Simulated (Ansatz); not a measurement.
Reaction (formal exchange of groups at the Sn–O bond): `[NH2][SnH]([F])[O][SiH3]` + `CC(N)O` → `[CH3][SnH]([NH2])[F]` + `NC(O)O[SiH3]`

Computed with Ansatz on PBE0-D4/def2-TZVP structures; ΔE is electronic, products minus reactants. CBS: MP2 limit from def2 TZ/QZ plus the TZ coupled-cluster correction, frozen cores. DFT in def2-TZVPP. Elements past krypton have def2 core potentials. For Sn outer-core shells are correlated without core-valence functions, which leaves a few kJ/mol of doubt a bond. One conformer a species, not always the lowest.

Problem. Is it downhill or uphill in electronic energy at CCSD(T)/CBS, and by how much? (An estimate is asked.)

Solution. Ansatz gave: Uphill: ΔE = +15.6 kcal/mol.

Problem. What do these levels give: PBE-D4, ωB97X-V, ωB97M-V, PBE, PBE0, HF/def2-TZVPP, MP2/def2-TZVPP, SCS-MP2/def2-TZVPP, HF/def2-QZVPP, MP2/def2-QZVPP, SCS-MP2/def2-QZVPP, CCSD/CBS(def2)? (Best estimate.)

Solution. Ansatz gave: PBE-D4 12.8, ωB97X-V 13.9, ωB97M-V 13.4, PBE 12.7, PBE0 12.6, HF/def2-TZVPP 15.3, MP2/def2-TZVPP 14.9, SCS-MP2/def2-TZVPP 15.6, HF/def2-QZVPP 16.0, MP2/def2-QZVPP 15.9, SCS-MP2/def2-QZVPP 16.6, CCSD/CBS(def2) 15.7 kcal/mol.

Largest T1 diagnostic among the species: 0.014.
